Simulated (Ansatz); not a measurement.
Species: aluminium nitride flake of 2 rings (naphthalene shape) `[NH]1[AlH][NH][Al]2[NH][AlH][NH][AlH][N]2[AlH]1` (charge 0, multiplicity 1).

### Question
Give a relaxed geometry from B3LYP-D3(BJ)/def2-SVP in Ansatz (a first-principles code).

### Answer
the end point of this relaxation (outside a Z-matrix the atoms follow the SMILES, hydrogens last).
Z-matrix (Å, degrees):
```
N
Al 1 1.8039
N 2 1.7976 1 117.92
H 3 1.0198 2 116.49 1 -179.98
Al 3 1.7961 4 118.16 2 179.93
N 5 1.7932 3 113.81 4 179.89
H 6 1.0191 5 117.70 3 179.91
Al 6 1.7969 7 117.60 5 179.97
N 8 1.7969 6 123.07 7 0.41
H 9 1.0191 8 117.60 6 0.41
Al 9 1.7932 10 117.70 8 -179.98
N 11 1.7961 9 113.81 10 179.89
H 12 1.0198 11 118.16 9 179.91
Al 12 1.7977 13 116.49 11 -179.91
H 14 1.5804 12 120.22 13 0.24
H 2 1.5804 3 120.22 4 0.29
H 11 1.5811 9 122.91 10 -0.30
H 5 1.5812 6 122.91 7 -0.32
```
